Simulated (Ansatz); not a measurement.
A geometry relaxed with B3LYP-D3(BJ)/def2-TZVP run with Ansatz (an electronic-structure program), charge 0, multiplicity 1:

```xyz
10

H     -0.0678    -2.2046     0.2677
Si    -2.2850     0.0525     0.0495
H      1.8222     0.1498     1.2543
H      0.9106     1.3594     0.3461
H     -3.4868    -0.7719     0.2995
H     -2.5115     1.4900     0.3174
H      2.7890     0.4280    -0.8208
O      1.9477    -0.0430    -0.8269
C      1.2178     0.3063     0.3511
Si    -0.3362    -0.7664     0.4809
```

**Question.** Write the SMILES of this molecule.

**Answer.** `OC[SiH]=[SiH2]`
